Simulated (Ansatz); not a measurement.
This geometry of ClF3Ge + H3Si (9 atoms, charge 0, multiplicity 2) is a first-order saddle point.

All numbers below come from UKS PBE/def2-SVP (Ansatz 0.2.0).

```xyz
9
Properties=species:S:1:pos:R:3
Ge -0.052 -0.091 -0.106
F -0.064 -0.112 1.719
F 1.616 0.006 -0.605
F -0.803 1.402 -0.605
Cl -1.031 -1.787 -1.029
Si 0.020 0.034 4.052
H -0.759 -1.177 4.468
H 1.461 -0.034 4.460
H -0.642 1.316 4.460
```

**Question.** Which two structures does it join? (They come from a converged band through this point; their orientation in space is the band's.)

**Answer.** Bonds broken: Ge1–F2. Bonds formed: F2–Si6. ClF3Ge + H3Si becomes ClF2Ge + FH3Si.

Initial state:

```xyz
9
Properties=species:S:1:pos:R:3
Ge -0.036 -0.063 -0.517
F -0.019 -0.035 1.216
F 1.603 -0.011 -1.058
F -0.811 1.383 -1.057
Cl -1.033 -1.790 -1.246
Si 0.014 0.024 4.525
H -0.764 -1.188 4.960
H 1.442 -0.051 4.995
H -0.648 1.291 4.996
```

Final state:

```xyz
9
Properties=species:S:1:pos:R:3
Ge -0.237 -0.406 -0.169
F 0.183 0.354 2.344
F 1.491 -0.193 -0.420
F -0.902 1.198 -0.444
Cl -0.979 -1.710 -1.786
Si 0.072 0.127 3.986
H -0.723 -1.123 4.215
H 1.463 -0.010 4.523
H -0.620 1.322 4.565
```

**Question.** How far does it lie above each of them?

**Answer.** 10.7 kJ/mol above the first and 119.7 kJ/mol above the second. This is the barrier of this one path; another mechanism may lie lower.

Time of the run: 2.7 min on 4 threads of Arm Neoverse V1, on a shared host, peak memory 0.25 GiB.
